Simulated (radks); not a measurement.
The numbers below are computed, except where a source is named.
Gd2+, 62 electrons, occupied as [Xe] 4f7 5d1.

Level of theory: scalar-relativistic Kohn-Sham, PBE, spin-unpolarised, spherical densities, finite nucleus; Fermi nuclear charge, rms radius 5.1569 fm (a radial shooting solver on a logarithmic mesh with Libxc functionals).

Energy parts (hartree):
| part | energy |
|---|---|
| total | -11269.5695 |
| kinetic | 12099.3926 |
| electron-nucleus | -27457.3957 |
| Hartree | 4336.6280 |
| exchange-correlation | -248.1945 |

Orbitals (lengths in bohr, moments of r in powers of bohr):
orbital  occ.  eigenvalue (hartree)   <1/r>      <r^4>
1s          2             -1841.475   71.64  1.141e-06
2s          2             -304.4874   16.62  0.0001815
2p          6             -271.0414   15.52  0.0001356
3s          2             -67.89700   6.099   0.007025
3p          6             -57.53289   5.734   0.007365
3d         10             -43.84535   5.441   0.005881
4s          2             -14.08085   2.570     0.1728
4p          6             -10.66403   2.363     0.2266
4d         10              -5.93526   2.082     0.3580
5s          2              -2.33382  0.9954      5.864
5p          6              -1.50613  0.8413      11.45
4f          7              -0.82562   1.525      2.596
5d          1              -0.55778  0.5428      74.99
6s          0              -0.55235  0.3721      240.8
6p          0              -0.39433  0.3032      534.9

The highest occupied level is 5d at -15.178 eV. The density falls to 0.001 e/bohr^3 at r = 3.70 bohr. The electron density at the nucleus is 6.582e+05 e/bohr^3 (large components only). For comparison, the ionisation energy in NIST's Atomic Spectra Database is 20.54 eV (semi-empirical). In exact Kohn-Sham theory the highest level is minus the ionisation energy, but local and semilocal functionals leave it too shallow, through self-interaction and a potential that decays too fast; potentials with the right tail come closer. Summed over all electrons, <r^2> = 42.60 bohr^2, which gives a Langevin (diamagnetic) susceptibility term of -33.7 x 10^-6 cm^3/mol.

Beside tabulated values, note that spin-unpolarised runs miss the spin-polarisation part of the exchange energy of open shells.
